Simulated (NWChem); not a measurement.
GaIF2; SMILES [Ga]([F])([F])[I]

All runs: NWChem. Coordinates come from a PBE0/def2-SVP optimisation. def2 effective core potentials on I; no spin-orbit coupling. Ions are spin-unrestricted doublets at the neutral geometry; other ion states weren't tried. Functional: LC-ωPBE (HJS hole) with def2-SVP; rows give the range parameter ω in 1/bohr.

For range parameter (1/bohr) 0.30:

```yaml
"−ε(HOMO) (eV)": 10.63
```

**Question.** What are these values for range parameter (1/bohr) 0.40?

**Answer.** 
- −ε(HOMO) (eV): 11.15
